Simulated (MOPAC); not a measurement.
MOPAC input (PM6):

```
PM6 FORCE THERMO(298,298) PRECISE LET UHF MS=0.5 GEO-OK AUX(PRECISION=9) THREADS=1
CH5BNO2

C     1.83221887 1   -0.69288942 1    0.36517249 1
N     0.98022195 1    0.36088741 1    0.18301642 1
B    -0.42540731 1    0.18132756 1   -0.08581028 1
O    -1.11847486 1   -1.01145558 1   -0.19989253 1
O    -1.20205298 1    1.31338906 1   -0.25509951 1
H     1.49804963 1   -1.70955137 1    0.31746617 1
H     2.87468392 1   -0.52790601 1    0.56390953 1
H     1.33940877 1    1.30259372 1    0.23710014 1
H    -0.67199348 1   -1.83637257 1   -0.10008795 1
H    -2.12866899 1    1.15918572 1   -0.43300495 1
```

From the output:

```
     H   10   0.006762   0.014098   0.017317   3.497155

          HEAT OF FORMATION =    -154.687227 KCALS/MOLE

          ZERO POINT ENERGY      39.886 KCAL/MOL

           NORMAL COORDINATE ANALYSIS (Total motion = 1 Angstrom)

   Root No.       1         2         3         4         5         6         7         8

                 1 A"      1 A'      2 A"      2 A'      3 A"      4 A"      3 A'      5 A"

                  89.6     203.8     233.4     347.2     415.6     444.9     467.0     525.8

           1   -0.0000    0.0083   -0.0000   -0.0535    0.0000    0.0000   -0.0617    0.0000
           2    0.0000    0.0991    0.0000   -0.0254   -0.0000   -0.0000   -0.0344   -0.0000
           3   -0.0919    0.0000   -0.0070    0.0000    0.0069    0.0037    0.0000    0.0079
           4    0.0000    0.0100    0.0000   -0.0482   -0.0000    0.0000   -0.0525   -0.0000
           5   -0.0000   -0.0294   -0.0000   -0.0370    0.0000   -0.0000    0.0769    0.0000
           6    0.1228    0.0000    0.0382    0.0000   -0.0111    0.0417    0.0000   -0.0411
           7    0.0000    0.0284    0.0000   -0.0094   -0.0000   -0.0000    0.0671    0.0000
           8   -0.0000   -0.0408   -0.0000   -0.0573    0.0000    0.0000    0.0088   -0.0000
           9    0.0170   -0.0000    0.0077   -0.0000   -0.0084   -0.1072   -0.0000    0.1666
          10    0.0000   -0.0571   -0.0000    0.0880   -0.0000    0.0000   -0.0276   -0.0000
          11   -0.0000   -0.0703    0.0000   -0.0235    0.0000   -0.0000   -0.0284    0.0000
          12    0.0241   -0.0000   -0.0196   -0.0000   -0.0560    0.0065    0.0000   -0.0479
          13   -0.0000    0.0318    0.0000    0.0130    0.0000   -0.0000    0.0853   -0.0000
          14    0.0000    0.0373   -0.0000    0.0988   -0.0000    0.0000   -0.0010    0.0000
          15   -0.0635    0.0000    0.0010    0.0000    0.0331   -0.0098   -0.0000   -0.0663
          16   -0.0000    0.0988    0.0001   -0.0474    0.0000   -0.0000   -0.1700   -0.0000
          17    0.0000    0.1575   -0.0000   -0.0224   -0.0000    0.0000   -0.1072    0.0000
          18   -0.2101   -0.0000    0.3454   -0.0000    0.0058   -0.0174    0.0000   -0.0058
          19   -0.0000   -0.0871   -0.0001   -0.0568   -0.0000    0.0000    0.0551   -0.0000
          20    0.0000    0.1571    0.0000   -0.0240    0.0000   -0.0000   -0.1079    0.0000
          21   -0.1264    0.0000   -0.3271    0.0000   -0.0295    0.0680   -0.0000   -0.0774
          22    0.0000   -0.0567   -0.0000   -0.0682   -0.0000   -0.0000   -0.0549    0.0000
          23   -0.0000   -0.0621    0.0000   -0.0485    0.0000    0.0000    0.0680   -0.0000
          24    0.1435    0.0000   -0.2050    0.0000   -0.0506   -0.1093    0.0000    0.1209
          25    0.0000   -0.0713   -0.0000    0.1272    0.0001    0.0000   -0.0609    0.0000
          26   -0.0000   -0.1364    0.0000    0.1209   -0.0001   -0.0000   -0.1597   -0.0000
          27    0.1127   -0.0000   -0.0472   -0.0000    0.6995    0.0839    0.0000    0.0630
          28   -0.0000   -0.0242   -0.0000   -0.1491   -0.0000    0.0001    0.0598    0.0001
          29    0.0000    0.0727    0.0000    0.2107    0.0000   -0.0001    0.0208   -0.0000
          30   -0.0881    0.0000   -0.0017    0.0001   -0.0992    0.5525   -0.0000    0.4031

   Root No.       9        10        11        12        13        14        15        16

                 6 A"      4 A'      7 A"      5 A'      6 A'      7 A'      8 A'      9 A'

                 569.0     753.4     813.2     858.5     879.9    1052.1    1323.3    1327.6

           1    0.0000   -0.0213   -0.0000   -0.0059   -0.0284    0.0063    0.0242   -0.0243
           2   -0.0000   -0.0175    0.0000    0.0028   -0.0243    0.0561   -0.0258   -0.0116
           3    0.0170   -0.0000   -0.0837    0.0000    0.0000    0.0000   -0.0000    0.0000
           4   -0.0000   -0.0128    0.0000   -0.0041   -0.0115    0.0062    0.0107   -0.0125
           5    0.0000   -0.0643   -0.0000    0.0036   -0.0463   -0.0399    0.0167    0.0155
           6   -0.0251   -0.0000    0.0053   -0.0000   -0.0000   -0.0000    0.0000    0.0000
           7   -0.0000    0.0102    0.0000    0.0283    0.0108   -0.0023    0.0959    0.0463
           8    0.0000   -0.0106   -0.0000   -0.0036    0.0234   -0.0202    0.0045   -0.0429
           9   -0.0514   -0.0000    0.0091   -0.0000   -0.0000   -0.0000   -0.0000   -0.0000
          10    0.0000    0.0133   -0.0000    0.0389   -0.0321   -0.0130   -0.0113   -0.0131
          11   -0.0000    0.1019    0.0000   -0.0268    0.0198    0.0258    0.0092    0.0204
          12    0.0134    0.0000   -0.0023    0.0000    0.0000    0.0000    0.0000    0.0000
          13    0.0000    0.0264   -0.0000   -0.0682    0.0436    0.0101   -0.0448   -0.0191
          14   -0.0000   -0.0035    0.0000    0.0614    0.0139    0.0009   -0.0062    0.0007
          15    0.0038   -0.0000   -0.0022    0.0000   -0.0000   -0.0000    0.0000    0.0000
          16    0.0000    0.0541    0.0001   -0.0396    0.0720   -0.2409   -0.0624    0.3106
          17   -0.0000    0.0350   -0.0000   -0.0214    0.0444   -0.1277   -0.0762    0.2026
          18    0.1265   -0.0000    0.3799    0.0000    0.0000    0.0000   -0.0000   -0.0000
          19   -0.0000   -0.1119    0.0001    0.0260   -0.1328    0.2495   -0.1708    0.2604
          20    0.0000    0.0405   -0.0000   -0.0188    0.0464   -0.1168    0.0967   -0.1770
          21   -0.2329    0.0000    0.3533   -0.0000    0.0000   -0.0001    0.0000   -0.0001
          22    0.0001   -0.0348    0.0000   -0.0255   -0.0263   -0.1374   -0.2816   -0.0853
          23   -0.0001   -0.0751   -0.0000   -0.0076   -0.0508   -0.1213   -0.1544   -0.0288
          24    0.4650   -0.0000    0.1237   -0.0000   -0.0000    0.0000    0.0000    0.0000
          25    0.0000   -0.1783    0.0000   -0.0365    0.0580    0.0030    0.0297    0.0105
          26   -0.0000   -0.3964   -0.0000   -0.2340    0.2480    0.0687    0.0639    0.0519
          27    0.0281   -0.0000    0.0327   -0.0000    0.0000    0.0000   -0.0000    0.0000
          28    0.0000   -0.0363    0.0000    0.3646    0.2282    0.0360   -0.0897   -0.0180
          29   -0.0000    0.0502   -0.0000   -0.3122   -0.1411   -0.0244    0.0499   -0.0004
          30    0.0368    0.0000    0.0078   -0.0001   -0.0001   -0.0000    0.0000    0.0000

   Root No.      17        18        19        20        21        22        23        24

                10 A'     11 A'     12 A'     13 A'     14 A'     15 A'     16 A'     17 A'

                1399.5    1409.4    1531.1    2441.4    2473.3    2736.6    2791.5    2813.7

           1   -0.0993   -0.0745   -0.1001    0.0021   -0.0010   -0.0010    0.0345    0.0084
           2    0.0116    0.0199   -0.0217   -0.0003   -0.0004   -0.0536   -0.0007   -0.0137
           3    0.0000    0.0000    0.0000    0.0000    0.0000   -0.0000   -0.0000   -0.0000
           4    0.0523    0.0494    0.1545   -0.0011    0.0026   -0.0043   -0.0013    0.0253
           5   -0.0616   -0.0155    0.0735   -0.0009    0.0022    0.0030    0.0053   -0.0433
           6   -0.0000   -0.0000   -0.0000   -0.0000    0.0000    0.0000    0.0000   -0.0000
           7    0.0312    0.0829   -0.0991   -0.0155   -0.0086    0.0005    0.0006    0.0002
           8    0.1757   -0.0580   -0.0670    0.0014   -0.0129    0.0012    0.0013   -0.0020
           9    0.0000   -0.0000    0.0000    0.0000   -0.0000   -0.0000    0.0000   -0.0000
          10    0.0244   -0.0187    0.0043   -0.0451    0.0009    0.0003    0.0004   -0.0002
          11   -0.0513    0.0250    0.0063    0.0200   -0.0006   -0.0003   -0.0005    0.0007
          12   -0.0000    0.0000    0.0000    0.0000   -0.0000   -0.0000   -0.0000    0.0000
          13   -0.0182   -0.0327    0.0245    0.0020   -0.0330    0.0000   -0.0004    0.0005
          14   -0.0148   -0.0010    0.0042   -0.0002   -0.0363    0.0000   -0.0002   -0.0000
          15    0.0000    0.0000   -0.0000   -0.0000   -0.0000    0.0000    0.0000   -0.0000
          16    0.0305   -0.1435   -0.0055   -0.0033    0.0006   -0.2302   -0.2313   -0.0999
          17    0.0730   -0.0307    0.0426    0.0097   -0.0017    0.3177    0.3674    0.1429
          18   -0.0000    0.0000    0.0000    0.0000    0.0000    0.0001    0.0001    0.0000
          19    0.1118   -0.0578   -0.1052   -0.0004    0.0016    0.2454   -0.2120    0.0105
          20   -0.1144    0.0107    0.0030   -0.0011    0.0044    0.3610   -0.3564    0.0038
          21   -0.0000    0.0000    0.0000    0.0000    0.0000   -0.0000   -0.0000   -0.0000
          22   -0.0327    0.3438   -0.2613   -0.0014   -0.0061    0.0506    0.0475   -0.3684
          23   -0.0939    0.1567   -0.1683   -0.0101    0.0071   -0.0928   -0.0855    0.6353
          24    0.0000   -0.0000    0.0000   -0.0000    0.0000   -0.0000   -0.0000    0.0001
          25    0.0146    0.0271   -0.0246    0.8400   -0.0093   -0.0040   -0.0058    0.0036
          26   -0.0790    0.0751   -0.0280   -0.3185    0.0008    0.0020    0.0033   -0.0013
          27   -0.0000   -0.0000    0.0000   -0.0002   -0.0000   -0.0000   -0.0000    0.0000
          28   -0.1014   -0.0419    0.0490    0.0057    0.5896   -0.0004    0.0025   -0.0048
          29    0.0990    0.0091   -0.0607    0.0078    0.6863   -0.0002    0.0032   -0.0047
          30    0.0000    0.0000   -0.0000   -0.0000   -0.0000   -0.0000    0.0000   -0.0000

           MASS-WEIGHTED COORDINATE ANALYSIS (NORMAL COORDINATES)

   Root No.       1         2         3         4         5         6         7         8

                 1 A"      1 A'      2 A"      2 A'      3 A"      4 A"      3 A'      5 A"

                  89.6     203.8     233.4     347.2     415.6     444.9     467.0     525.8

           1   -0.0001    0.0437   -0.0000   -0.2539    0.0000    0.0000   -0.3120    0.0000
           2    0.0001    0.5218    0.0000   -0.1207   -0.0000   -0.0000   -0.1742   -0.0000
           3   -0.4541    0.0001   -0.0442    0.0000    0.0316    0.0186    0.0000    0.0349
           4    0.0001    0.0570    0.0000   -0.2471   -0.0000    0.0000   -0.2867   -0.0000
           5   -0.0001   -0.1674   -0.0000   -0.1898    0.0000   -0.0000    0.4201    0.0000
           6    0.6556    0.0000    0.2610    0.0001   -0.0545    0.2246    0.0001   -0.1954
           7    0.0000    0.1421    0.0000   -0.0422   -0.0000   -0.0001    0.3220    0.0001
           8   -0.0000   -0.2039   -0.0000   -0.2577    0.0000    0.0001    0.0425   -0.0001
           9    0.0797   -0.0001    0.0464   -0.0000   -0.0364   -0.5073   -0.0001    0.6955
          10    0.0000   -0.3474   -0.0000    0.4817   -0.0001    0.0000   -0.1614   -0.0000
          11   -0.0000   -0.4271    0.0000   -0.1285    0.0000   -0.0000   -0.1661    0.0000
          12    0.1375   -0.0001   -0.1431   -0.0002   -0.2949    0.0374    0.0000   -0.2436
          13   -0.0001    0.1932    0.0000    0.0712    0.0000   -0.0000    0.4983   -0.0001
          14    0.0000    0.2270   -0.0000    0.5408   -0.0000    0.0000   -0.0057    0.0000
          15   -0.3624    0.0000    0.0073    0.0001    0.1740   -0.0562   -0.0001   -0.3368
          16   -0.0001    0.1507    0.0001   -0.0651    0.0000   -0.0000   -0.2493   -0.0000
          17    0.0000    0.2403   -0.0001   -0.0308   -0.0000    0.0000   -0.1571    0.0000
          18   -0.3009   -0.0000    0.6325   -0.0000    0.0076   -0.0251    0.0000   -0.0074
          19   -0.0000   -0.1329   -0.0001   -0.0780   -0.0000    0.0000    0.0807   -0.0000
          20    0.0000    0.2396    0.0001   -0.0330    0.0000   -0.0000   -0.1582    0.0000
          21   -0.1810    0.0001   -0.5989    0.0000   -0.0389    0.0983   -0.0000   -0.0986
          22    0.0000   -0.0865   -0.0001   -0.0937   -0.0000   -0.0000   -0.0805    0.0000
          23   -0.0000   -0.0948    0.0000   -0.0666    0.0000    0.0000    0.0996   -0.0000
```
